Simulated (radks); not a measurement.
Task: All-electron atom: Sc II in [Ne] 3s2 3p5 3d1 4s1 4p1 (not the ground configuration). All-electron calculation, scalar-relativistic Kohn-Sham, r2SCAN, spin-polarised, spherical densities, finite nucleus; open shells are filled with parallel spins first; meta-GGA in the generalised Kohn-Sham scheme; Fermi nuclear charge, rms radius 3.5459 fm. Program: a radial shooting solver on a logarithmic mesh with Libxc functionals. Some entries of the table are withheld. Estimate them.

orbital  occ.  eigenvalue (eV)  <1/r> (bohr^-1)  <r> (bohr)
1s up       1        -4435.089            20.77     0.07305
1s down     1        -4434.507            20.77     0.07305
2s up       1        -499.0443            4.316      0.3424
2s down     1        -498.3923            4.317      0.3421
2p up       3        -410.7763            4.205      0.3071
2p down     3        -409.8896            4.206      0.3069
3s up       1         -73.4075            1.328       1.053
3s down     1         -69.8943            1.317       1.061
3p up       3         -50.5624            1.207       1.130
3p down     2         -47.1291            1.198       1.137
3d up       1         -17.0475              (1)       1.432
3d down     0         -13.5799              (2)       1.425
4s up       1         -13.0627           0.4228       3.076
4p up       1          -8.7109           0.3615         (3)

Result: 
(1) 3d up <1/r> (bohr^-1): 0.9082
(2) 3d down <1/r> (bohr^-1): 0.9127
(3) 4p up <r> (bohr): 3.578
